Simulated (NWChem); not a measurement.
System: ZrNH$_{2}$Cl$_{3}$; SMILES [NH2][Zr]([Cl])([Cl])[Cl]

NWChem input:

```
start job
memory heap 200 mb stack 900 mb global 1100 mb
geometry units angstroms
  Zr     0.036551     0.205516    -0.248268
  Cl    -0.152176     1.171617     1.800996
  Cl     1.750732    -1.255927     0.051701
  Cl    -1.809035    -1.113658    -0.376937
  N      0.249470     1.434445    -1.791429
  H      1.103437     1.927631    -2.069341
  H     -0.474914     1.675473    -2.474697
end
basis spherical
  * library def2-svp
end
ecp
  Zr library def2-ecp
end
dft
  xc pbe0
  iterations 150
end
driver
  maxiter 120
end
task dft optimize
```

No frequency run checked for a minimum. def2 effective core potentials on Zr; no spin-orbit coupling.

The level has its own optimisation.

Problem. Predict the main results of this run. (PBE0/def2-SVP with def2 effective core potentials on Zr.) Quantities: r N–Zr (Å); r H–N (Å); dipole (D).

Solution. 
* **r N–Zr (Å)**: 1.989
* **r H–N (Å)**: 1.019
* **dipole (D)**: 3.11
